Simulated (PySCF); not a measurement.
A compound of formula C12H12B2N2 has these computed shifts in ppm, with the number of atoms in brackets (GIAO PBE0/pcSseg-1, gas phase, PySCF SCF with an in-house response code, fitting set def2-universal-JFIT up to Ne and JKFIT beyond, grid level 2, non-relativistic, geometry: GFN2-xTB; 11B against isolated BF3·OEt2; 13C, 1H against isolated TMS; 15N against isolated NH3).

1H: 7.10 (1), 6.91 (1), 6.65 (1), 6.64 (1), 6.42 (1), 6.27 (1), 6.21 (1), 5.88 (1), 5.76 (1), 5.73 (1), 5.68 (1), 4.77 (1)
13C: 161.0 (1), 145.6 (1), 144.2 (1), 140.0 (1), 139.8 (1), 137.7 (1), 136.3 (1), 132.9 (1), 132.3 (1), 131.0 (1), 127.6 (1), 113.6 (1)
11B: 44.4 (1), 29.5 (1)
15N: 189.7 (1), 140.3 (1)

Task: Which structure gave them?

Result: B1C=CC2=CC=CC=CC2=C2C=CNBN12. Other isomers were not compared.
